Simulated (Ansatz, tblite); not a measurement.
Isomers of MgI2 (singlet), found by a short tight-binding search and relaxed with r2SCAN-D4/def2-TZVP in Ansatz.

In the def2 sets I takes a core potential; there is no spin–orbit coupling. The xTB rows come from tblite. B3LYP takes the VWN-RPA correlation.

Run but left out: HF/def2-TZVPP, MP2/def2-TZVPP, CCSD/def2-TZVPP, CCSD(T)/def2-TZVPP (flagged by the program: other roots).

B: The restricted singlet is unstable towards broken spin symmetry in Hartree–Fock (as tested in another run); at PBE-D4/def2-TZVP, r2SCAN-D4/def2-TZVP, B3LYP-D4/def2-TZVP, PBE0-D4/def2-TZVP and others this wasn't settled.

Other spin states were run for one of them alone.

A:

| atom | x (Å) | y (Å) | z (Å) |
| --- | --- | --- | --- |
| Mg1 | 0.003 | 0.000 | 0.002 |
| I2 | -0.455 | 2.488 | 0.030 |
| I3 | 0.452 | -2.489 | -0.032 |

B:

```
atom   x (Å)   y (Å)   z (Å)
 Mg1  -0.705  -2.635   0.432
  I2   0.732   2.738  -0.448
  I3  -0.027  -0.103   0.016
```

Estimate which lies lowest at each level, and how far above it the others are (kcal/mol).


```tsv
level	A	B
GFN1-xTB	0.0	21.6
GFN2-xTB	0.0	52.8
PBE-D4/def2-TZVP	0.0	61.1
r2SCAN-D4/def2-TZVP	0.0	72.4
B3LYP-D4/def2-TZVP	0.0	67.4
PBE0-D4/def2-TZVP	0.0	71.8
ωB97X-V/def2-TZVP	0.0	87.2
```
Point groups (tolerance 0.1 Å): A D∞h, B C∞v. Lower isomers may exist.
